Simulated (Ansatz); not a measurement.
```yaml
crystal:
  periodic: [false, false, false]
  atoms:
    - {symbol: Si, position_ang: [-0.481595, 1.630604, 0.278587]}
    - {symbol: F, position_ang: [-0.928268, 3.143037, 0.536982]}
    - {symbol: O, position_ang: [0.102559, 1.409558, -1.275497]}
    - {symbol: Si, position_ang: [0.588767, -0.157593, -1.611503]}
    - {symbol: F, position_ang: [1.134846, -0.303825, -3.106210]}
    - {symbol: O, position_ang: [1.754951, -0.561177, -0.479067]}
    - {symbol: Si, position_ang: [1.245176, -0.428843, 1.110865]}
    - {symbol: F, position_ang: [2.400106, -0.826595, 2.141235]}
    - {symbol: O, position_ang: [0.730685, 1.149992, 1.329610]}
    - {symbol: O, position_ang: [-0.102554, -1.409550, 1.275493]}
    - {symbol: Si, position_ang: [-1.352346, -1.044154, 0.222032]}
    - {symbol: F, position_ang: [-2.606684, -2.012629, 0.428005]}
    - {symbol: O, position_ang: [-1.754948, 0.561190, 0.479060]}
    - {symbol: O, position_ang: [-0.730693, -1.149985, -1.329612]}
basis:
  gaussian: {orbitals: def2-TZVP}
magnetization: {spin_polarized: true, initial_magnetization: 2}
hamiltonian: {xc: pbe0, dispersion: d4}
scf: {omitted_lower_state_checks: [starts]}
output: {orbitals: {seedname: orbitals}}
```

```sh
$ ansatz run in.yaml --threads 4 --pin off --events-out ev --progress --plain --max-ram 6963MiB
```

**Question.** Does this run fit into the memory that it is given?

**Answer.** No. It has 458 basis functions, and Ansatz plans for 8 GiB where 7 GiB are given.
